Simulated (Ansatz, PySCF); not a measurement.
C₂H₅NOSi, SMILES C[SiH2]N=C=O.

Coordinates come from a PBE0-D3(BJ)/def2-SVP optimisation. The values are those of a single conformer.

Vertical ionisation energy (IE) and electron affinity (EA) in eV. Rows of orbital energies are one-electron estimates. Where ΔSCF, EOM or ADC give a negative EA the extra electron is unbound and the value depends on the basis.

```csv
level,IE,EA
"−ε(HOMO), −ε(LUMO), M06-2X/def2-TZVP (PySCF)",9.77,-1.15
"−ε(HOMO), −ε(LUMO), PBE/def2-TZVP (PySCF)",7.11,0.45
"ΔSCF, PBE0/def2-SVPD (Ansatz), final states of multiplicity 2 and 2",10.55,-1.40
"ΔSCF, PBE/def2-SVPD (Ansatz), final states of multiplicity 2 and 2",10.17,-1.23
```

**Question.** What vertical singlet–triplet gap does ΔSCF give with PBE0/def2-SVPD (Ansatz, a program for electronic structure) and with PBE/def2-SVPD (Ansatz)? (The exact figures need the calculation; the answer reports its results.)

**Answer.** 6.64 and 6.35 eV (triplet above singlet where positive).
